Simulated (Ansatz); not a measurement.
One change: `[OH][Hf]([OH])([SH])[Cl]` becomes `[OH][Hf]([OH])([SH])[SH]`.

Ansatz, PBE0-D4/def2-TZVP geometries, multiplicity 1. Each molecule was computed in one conformer, which needn't be the lowest.

Elements past krypton have def2 core potentials.

```
                                                                                  property  `[OH][Hf]([OH])([SH])[Cl]`
                                                       HOMO energy (B3LYP/def2-TZVPP) / eV                       -7.17
                                                        HOMO energy (PBE0/def2-TZVPP) / eV                       -7.44
ideal-gas entropy at 298 K and 1 bar (rigid rotor, harmonic PBE0-D4/def2-TZVP) / J/(mol·K)                         418
                                                     HOMO–LUMO gap (B3LYP/def2-TZVPP) / eV                        6.38
                                                       HOMO–LUMO gap (PBE/def2-TZVPP) / eV                        4.80
                                                     HOMO energy (ωB97M-V/def2-TZVPP) / eV                       -9.59
```

(1) Give the same properties after the change, and the shifts. (Best estimate.)

## Answers

(1) Ansatz gave: 
```tsv
property	`[OH][Hf]([OH])([SH])[SH]`	shift
HOMO energy (B3LYP/def2-TZVPP) / eV	-6.84	0.33
HOMO energy (PBE0/def2-TZVPP) / eV	-7.10	0.34
ideal-gas entropy at 298 K and 1 bar (rigid rotor, harmonic PBE0-D4/def2-TZVP) / J/(mol·K)	425	7
HOMO–LUMO gap (B3LYP/def2-TZVPP) / eV	5.97	-0.41
HOMO–LUMO gap (PBE/def2-TZVPP) / eV	4.36	-0.44
HOMO energy (ωB97M-V/def2-TZVPP) / eV	-9.22	0.37
```

With PBE0 the HOMO rises by 0.34 eV and the LUMO falls by 0.08 eV, so the gap narrows by about 0.42 eV. PBE moves the HOMO by 0.32 eV and ωB97M-V by 0.37 eV. The zero-point energy changes by 20.4 kJ/mol with +3 modes.

B3LYP here is the variant with VWN-RPA as its local correlation; programs differ in this.
